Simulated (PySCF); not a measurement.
TiH4, SMILES [TiH4], multiplicity 1. Heavy atoms are numbered as in [TiH4:1]. Hydrogens are named by the atom that carries them.

The structure is a stationary point at B3LYP-D3(BJ)/def2-TZVPD. The spin state was assumed, not searched.

The numbers are results of B3LYP/pcSseg-2 run with PySCF, not measurements.

GIAO shieldings, no solvent; atoms alike by connectivity are averaged. δ = σ(ref) − σ: ¹H against TMS (σ = 31.68 ppm), references at their B3LYP-D3(BJ)/def2-TZVP geometries, non-relativistic.

Computed chemical shifts:
| nucleus | atoms | count | δ (ppm) |
|---|---|---|---|
| ¹H | H on Ti1 | 4 | 11.88 |
